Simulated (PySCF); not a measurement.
PySCF 2.14 output of a UHF calculation on a single atom or ion in cc-pVTZ, with no relativity, point nucleus:

```
SCF conv_tol = 1e-09
number electrons alpha = 15  beta = 10
cycle= 1 E= -1262.21972183787  delta_E= -0.00464  |g|= 0.0248  |ddm|= 0.0426
cycle= 2 E= -1262.21983713529  delta_E= -0.000115  |g|= 0.00487  |ddm|= 0.00992
cycle= 3 E= -1262.21984551588  delta_E= -8.38e-06  |g|= 0.00112  |ddm|= 0.00549
cycle= 4 E= -1262.2198460911  delta_E= -5.75e-07  |g|= 0.000551  |ddm|= 0.00259
cycle= 5 E= -1262.21984628626  delta_E= -1.95e-07  |g|= 9.93e-05  |ddm|= 0.00113
cycle= 6 E= -1262.21984629315  delta_E= -6.89e-09  |g|= 1.39e-05  |ddm|= 0.000248
cycle= 7 E= -1262.21984629336  delta_E= -2.07e-10  |g|= 2.39e-06  |ddm|= 4.61e-05
converged SCF energy = -1262.21984629336  <S^2> = 8.7527042  2S+1 = 6.0009013
```

The run itself started from symmetry-adapted Hartree-Fock orbitals and held the occupation by maximum overlap, so the iterations belong to that start.

Question: Which element, charge and spin multiplicity is this?

Answer: Fe⁺ (iron, charge +1), multiplicity 6; the state was [Ar] 3d6 4s1, high-spin 6D determinant.
